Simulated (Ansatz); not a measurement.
Frontier orbitals of CH$_{6}$BClSi, SMILES `CB[SiH2]Cl`.

Z-matrix (Å, degrees):
```
C
B 1 1.551
H 1 1.092 2 116.8
H 1 1.105 2 103.4 3 116.7
H 1 1.093 2 113.8 3 -130.0
Si 2 2.014 1 120.7 3 -16.4
H 2 1.198 1 119.2 3 165.5
Cl 6 2.067 2 113.5 1 -167.0
H 6 1.489 2 111.8 1 -45.8
H 6 1.491 2 109.4 1 73.2
```

The species carries charge 0 and has multiplicity 1. The structure was optimised at the PBE0-D4/def2-TZVP level. It is one conformer, not always the lowest. Basis def2-TZVPP, Ansatz 0.2.0.

```csv
functional,HOMO (eV),LUMO (eV),gap (eV)
PBE,-6.66,-3.10,3.56
PBE0,-7.90,-2.13,5.77
B3LYP,-7.71,-2.32,5.39
r2SCANh,-7.39,-2.45,4.94
r2SCAN0,-8.07,-1.96,6.11
ωB97M-V,-10.05,-0.16,9.89
```

Against PBE, PBE0 changes HOMO and LUMO by −1.24 and +0.97 eV, ωB97M-V by −3.39 and +2.94 eV. A gap of 3.56 eV thus becomes 9.89 eV for the same molecule, so an orbital gap means little without its functional.

B3LYP here is the variant with VWN-RPA as its local correlation; programs differ in this.
